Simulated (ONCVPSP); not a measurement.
**What the settings do to the ONCV potential of F**

Base potential:

* Element: F (Z = 9)
* Generator: ONCVPSP 4.0.1
* Type: optimised norm-conserving Vanderbilt (ONCV)
* Functional: LDA (Perdew-Zunger)
* Relativity: non-relativistic
* Frozen core: [He]
* Valence charge: 7
* Reference configuration: 2s2 2p2 (charge +3)
* Partial waves: 2s: rc 0.60 bohr, ncon 5, nbas 9, qcut 9.5 1/bohr, local; 2p: rc 1.40 bohr, ncon 3, nbas 8, qcut 11.7 1/bohr, 1 projector
* Local potential: the s channel
* Core correction: Teter function, fcfact 5.75, rcfact 1.4

Cutoffs, loose and tight: the cutoffs (Ha) at which the residual kinetic energy of the hardest occupied pseudo-wave falls to 1 and 0.1 mHa per electron. They do not see the model core or the augmentation charge, which bear on the density cutoff. Test errors are all-electron minus pseudo excitation energies from the reference, over the configurations 2s2 2p5; 2s2 2p4; 2s2 2p3; 2s2 2p4.5. A dash means not determined; rows that change the core or the reference have their own tests.

| change | outcome | cutoff, loose | cutoff, tight | bound ghosts | GHOST(+) flags above zero | largest test error (meV) |
| --- | --- | --- | --- | --- | --- | --- |
| base | generated | 104 Ha | 535 Ha | none | none | +588 |
| p: nbas 7 | generated | 104 Ha | 535 Ha | none | none | +569 |
| s: nproj 1; local potential polynomial inside 0.60 bohr (lpopt 5, dvloc0 3 Ha) | generated | 104 Ha | 535 Ha | none | none | +601 |
| p: rc 1.38 | generated | 104 Ha | 535 Ha | none | none | +569 |

Q: What comes out with this change to the base: s: qcut 13.5; p: qcut 16.6?

A: outcome: generated; cutoff, loose: 107 Ha; cutoff, tight: 572 Ha; bound ghosts: none; GHOST(+) flags above zero: none; largest test error (meV): +359.

Q: What comes out with this change to the base: s: rc 0.9?

A: outcome: generated; cutoff, loose: 49 Ha; cutoff, tight: 239 Ha; bound ghosts: none; GHOST(+) flags above zero: none; largest test error (meV): +639.

Q: What comes out with this change to the base: reference 2s2 2p4.5?

A: outcome: generated; cutoff, loose: 98 Ha; cutoff, tight: 547 Ha; bound ghosts: none; GHOST(+) flags above zero: none; largest test error (meV): +1693.
